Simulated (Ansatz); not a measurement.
Total energies of Au3S⁺ from Ansatz at r2SCAN-D4/def2-TZVP, gas phase (1 Eh = 27.2114 eV = 2625.5 kJ/mol). The reference geometry is relaxed at r2SCAN-D4/def2-SVP.

```xyz
4

Au    0.6098    0.0669    1.8854
Au   -1.3819   -1.3369   -0.4878
Au    1.2731    0.5731   -1.4050
S    -0.5011    0.6969    0.0074
```

```csv
state,geometry,energy (Eh)
charge 1 singlet,reference,-805.36717
charge 0 doublet,reference,-805.60854
charge 1 triplet,relaxed at r2SCAN-D4/def2-SVP,-805.30264
charge 1 quintet,relaxed at r2SCAN-D4/def2-SVP,-805.25179
```

In the def2 sets Au takes a core potential; there is no spin–orbit coupling.

Question: Work out the vertical electron affinity, to the doublet.

Answer: E(charge 1 singlet) − E(charge 0 doublet) = -805.36717 − (-805.60854) = 0.24137 Eh = 6.57 eV.

Question: Which of the charge 1 states is lowest, and how far above it are the others?

Answer: The singlet. triplet: -805.30264 − (-805.36717) = 0.06453 Eh = 169.4 kJ/mol; quintet: -805.25179 − (-805.36717) = 0.11538 Eh = 302.9 kJ/mol. The triplet differs in its bonds from the reference. The quintet differs in its bonds from the reference.

The structure comes from a short search, and lower isomers may exist.
